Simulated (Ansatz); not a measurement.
Steps of a relaxation of `C[Te][SiH](N)F` with RKS PBE0-D4/def2-TZVP.

```sh
$ ansatz run in.yaml --threads 2 --pin off --events-out ev --progress --plain --max-ram 32768MiB --backend cuda --devices 0, --max-vram 18GiB
```

```yaml
crystal:
  periodic: [false, false, false]
  atoms:
    - {symbol: C, position_ang: [-0.767175, 1.810501, -0.463209]}
    - {symbol: Te, position_ang: [0.689808, 1.499667, 1.143551]}
    - {symbol: Si, position_ang: [0.522945, -0.987351, 0.999164]}
    - {symbol: N, position_ang: [0.488151, -1.406407, -0.679607]}
    - {symbol: F, position_ang: [-0.863855, -1.635663, 1.597164]}
    - {symbol: H, position_ang: [-0.769071, 0.895319, -1.083941]}
    - {symbol: H, position_ang: [-1.763652, 1.988828, -0.021938]}
    - {symbol: H, position_ang: [-0.436602, 2.684905, -1.052188]}
    - {symbol: H, position_ang: [1.617996, -1.543631, 1.869572]}
    - {symbol: H, position_ang: [0.150320, -2.327046, -0.972012]}
    - {symbol: H, position_ang: [1.196435, -1.036222, -1.316057]}
basis:
  gaussian: {orbitals: def2-TZVP}
hamiltonian: {xc: pbe0, dispersion: d4}
relax: {f_tol: 0.005, max_steps: 150}
```

Positions (Å) and forces (eV/Å) along the path, 13 of 16 steps:

```xyz
11
step=1 energy=-20510.0080 eV
C    -0.767    1.811   -0.463   -0.066    0.003   -0.060
Te    0.690    1.500    1.144   -0.401   -0.274   -0.393
Si    0.523   -0.987    0.999   -0.727   -0.403   -0.045
N     0.488   -1.406   -0.680    0.220   -0.229    0.136
F    -0.864   -1.636    1.597    1.080    0.513   -0.480
H    -0.769    0.895   -1.084   -0.001    0.507    0.326
H    -1.764    1.989   -0.022    0.547   -0.092   -0.210
H    -0.437    2.685   -1.052   -0.155   -0.457    0.319
H     1.618   -1.544    1.870   -0.289    0.086   -0.239
H     0.150   -2.327   -0.972    0.231    0.585    0.207
H     1.196   -1.036   -1.316   -0.438   -0.240    0.440
11
step=2 energy=-20510.0704 eV
C    -0.782    1.826   -0.449   -0.167    0.036   -0.153
Te    0.639    1.471    1.106    0.276    0.211    0.173
Si    0.535   -0.967    0.969   -0.724   -0.683   -0.035
N     0.516   -1.450   -0.680    0.108    0.026    0.165
F    -0.854   -1.569    1.564    0.636    0.215   -0.288
H    -0.807    0.948   -1.101   -0.014    0.183    0.096
H    -1.757    2.005    0.008    0.116   -0.027   -0.142
H    -0.439    2.709   -0.995   -0.110   -0.162    0.042
H     1.598   -1.539    1.841   -0.037    0.089   -0.040
H     0.182   -2.371   -0.934    0.059    0.171    0.066
H     1.236   -1.121   -1.309   -0.142   -0.059    0.116
11
step=4 energy=-20510.0915 eV
C    -0.778    1.819   -0.444    0.034    0.064   -0.063
Te    0.686    1.473    1.087    0.044    0.110    0.082
Si    0.510   -0.974    0.973   -0.133   -0.289   -0.023
N     0.544   -1.454   -0.663   -0.128    0.066    0.195
F    -0.861   -1.591    1.551    0.237    0.135   -0.151
H    -0.807    0.940   -1.084   -0.035   -0.006   -0.022
H    -1.744    2.002    0.015   -0.047   -0.018    0.013
H    -0.454    2.689   -1.012   -0.012   -0.012   -0.004
H     1.572   -1.524    1.850    0.012    0.014    0.055
H     0.188   -2.352   -0.936   -0.045   -0.125   -0.059
H     1.210   -1.084   -1.316    0.073    0.061   -0.022
11
step=6 energy=-20510.0967 eV
C    -0.777    1.825   -0.448    0.020    0.034    0.002
Te    0.688    1.479    1.091   -0.018   -0.043   -0.027
Si    0.517   -0.983    0.971    0.029    0.026   -0.005
N     0.526   -1.461   -0.664    0.001   -0.002    0.014
F    -0.851   -1.582    1.547   -0.020   -0.008    0.007
H    -0.790    0.963   -1.111    0.006    0.001    0.009
H    -1.752    1.976    0.008    0.006   -0.004    0.003
H    -0.467    2.716   -0.990   -0.022   -0.007   -0.007
H     1.580   -1.521    1.855    0.000   -0.005    0.005
H     0.180   -2.368   -0.932    0.004    0.008   -0.012
H     1.212   -1.102   -1.307   -0.005   -0.001    0.010
11
step=7 energy=-20510.0970 eV
C    -0.777    1.829   -0.449    0.006   -0.003    0.005
Te    0.690    1.476    1.085    0.012    0.001    0.001
Si    0.516   -0.984    0.972    0.026    0.008   -0.011
N     0.530   -1.463   -0.661   -0.022   -0.016    0.012
F    -0.852   -1.583    1.547   -0.016   -0.004    0.003
H    -0.786    0.967   -1.112   -0.012    0.006   -0.006
H    -1.750    1.972    0.013   -0.003   -0.002   -0.008
H    -0.475    2.722   -0.992   -0.002   -0.004    0.006
H     1.578   -1.524    1.858    0.000    0.003    0.010
H     0.179   -2.368   -0.933    0.004    0.004   -0.013
H     1.212   -1.102   -1.306    0.007    0.007    0.003
11
step=8 energy=-20510.0971 eV
C    -0.777    1.829   -0.450    0.004   -0.002    0.006
Te    0.693    1.475    1.083    0.006    0.003   -0.003
Si    0.517   -0.985    0.973    0.017    0.013   -0.008
N     0.530   -1.464   -0.661   -0.019   -0.020    0.008
F    -0.853   -1.581    1.548   -0.010   -0.004    0.002
H    -0.786    0.971   -1.118   -0.003    0.001   -0.001
H    -1.750    1.968    0.013   -0.003   -0.001   -0.003
H    -0.477    2.725   -0.989   -0.001    0.000    0.003
H     1.578   -1.524    1.860   -0.002    0.001    0.006
H     0.178   -2.368   -0.933    0.004    0.002   -0.012
H     1.212   -1.103   -1.305    0.007    0.007    0.002
11
step=9 energy=-20510.0972 eV
C    -0.777    1.830   -0.450   -0.004   -0.005    0.002
Te    0.700    1.475    1.075   -0.002    0.003   -0.009
Si    0.517   -0.985    0.972    0.010    0.016    0.004
N     0.532   -1.469   -0.659   -0.011   -0.018   -0.002
F    -0.855   -1.575    1.547   -0.005   -0.004    0.002
H    -0.780    0.981   -1.129    0.004    0.002    0.006
H    -1.751    1.954    0.015    0.004    0.000    0.001
H    -0.487    2.736   -0.978    0.000    0.002    0.001
H     1.576   -1.522    1.865   -0.005   -0.002   -0.002
H     0.177   -2.372   -0.933    0.004    0.002   -0.006
H     1.213   -1.108   -1.305    0.005    0.005    0.003
11
step=10 energy=-20510.0973 eV
C    -0.777    1.831   -0.450   -0.013   -0.004   -0.007
Te    0.712    1.475    1.064   -0.001    0.003   -0.004
Si    0.518   -0.985    0.971    0.002    0.007    0.013
N     0.535   -1.477   -0.657   -0.007   -0.013   -0.010
F    -0.859   -1.565    1.546    0.000    0.000   -0.001
H    -0.772    0.992   -1.143    0.005    0.013    0.013
H    -1.751    1.935    0.021    0.017   -0.001   -0.005
H    -0.501    2.749   -0.965   -0.006   -0.010    0.004
H     1.570   -1.522    1.871   -0.006   -0.001   -0.007
H     0.176   -2.377   -0.933    0.004    0.002    0.001
H     1.215   -1.115   -1.304    0.003    0.003    0.003
11
step=11 energy=-20510.0974 eV
C    -0.776    1.831   -0.449   -0.017    0.002   -0.011
Te    0.719    1.476    1.058   -0.006    0.000   -0.008
Si    0.517   -0.983    0.970   -0.001   -0.001    0.013
N     0.536   -1.479   -0.657   -0.003   -0.003   -0.008
F    -0.863   -1.559    1.543    0.007    0.006   -0.003
H    -0.767    0.996   -1.147    0.005    0.012    0.013
H    -1.749    1.925    0.026    0.018    0.000   -0.006
H    -0.510    2.754   -0.960   -0.002   -0.013    0.009
H     1.566   -1.522    1.872   -0.005   -0.003   -0.006
H     0.177   -2.379   -0.933    0.002   -0.002    0.003
H     1.216   -1.117   -1.304    0.002    0.003    0.003
11
step=12 energy=-20510.0974 eV
C    -0.777    1.830   -0.447   -0.012    0.004   -0.013
Te    0.729    1.478    1.049    0.000   -0.001    0.000
Si    0.518   -0.981    0.969   -0.024   -0.006   -0.003
N     0.538   -1.481   -0.658    0.007    0.010   -0.003
F    -0.868   -1.545    1.540    0.013    0.005   -0.002
H    -0.763    1.001   -1.151    0.000    0.009    0.007
H    -1.749    1.912    0.031    0.018   -0.002   -0.003
H    -0.521    2.760   -0.953   -0.001   -0.017    0.012
H     1.560   -1.527    1.874    0.002    0.004   -0.002
H     0.178   -2.381   -0.932    0.000   -0.006    0.004
H     1.221   -1.123   -1.303   -0.002    0.000    0.004
11
step=14 energy=-20510.0975 eV
C    -0.776    1.829   -0.447   -0.002    0.001   -0.005
Te    0.733    1.477    1.046   -0.002   -0.001    0.001
Si    0.515   -0.981    0.969   -0.001    0.002    0.000
N     0.536   -1.480   -0.659   -0.003   -0.001    0.004
F    -0.871   -1.541    1.540    0.005    0.001   -0.004
H    -0.765    0.999   -1.150    0.001    0.004    0.004
H    -1.747    1.912    0.035    0.002    0.000    0.000
H    -0.521    2.757   -0.953   -0.001   -0.001    0.001
H     1.557   -1.528    1.874    0.000   -0.001   -0.001
H     0.186   -2.384   -0.931    0.000   -0.003    0.000
H     1.219   -1.118   -1.302    0.001    0.001    0.001
11
step=15 energy=-20510.0975 eV
C    -0.777    1.830   -0.448    0.009   -0.001    0.008
Te    0.731    1.477    1.047   -0.007    0.008   -0.007
Si    0.515   -0.981    0.968   -0.003   -0.011   -0.002
N     0.535   -1.480   -0.659    0.000    0.001    0.000
F    -0.870   -1.543    1.541    0.001    0.001   -0.001
H    -0.765    1.001   -1.151   -0.001    0.001    0.000
H    -1.747    1.913    0.034    0.000   -0.001   -0.001
H    -0.521    2.759   -0.953   -0.001   -0.001    0.000
H     1.558   -1.528    1.872    0.001    0.001    0.001
H     0.187   -2.386   -0.930    0.000    0.000    0.002
H     1.219   -1.119   -1.302    0.000    0.000    0.000
11
step=16 energy=-20510.0975 eV
C    -0.777    1.830   -0.447    0.002   -0.001    0.002
Te    0.731    1.477    1.047   -0.002    0.002   -0.002
Si    0.515   -0.981    0.968   -0.001   -0.003    0.000
N     0.536   -1.481   -0.659   -0.001    0.001    0.001
F    -0.871   -1.543    1.540    0.002    0.001   -0.002
H    -0.765    1.001   -1.151   -0.001    0.001    0.000
H    -1.747    1.913    0.034    0.000    0.000   -0.001
H    -0.521    2.759   -0.953    0.000    0.000    0.000
H     1.558   -1.527    1.873    0.000    0.000    0.000
H     0.187   -2.386   -0.930    0.000   -0.001    0.001
H     1.219   -1.120   -1.302    0.000    0.000    0.000
```

It took 2.4 min on 2 threads of an AMD EPYC 7R13 on a shared host and a share of an NVIDIA H100 80 GB, with 0.89 GiB of host memory at the peak.
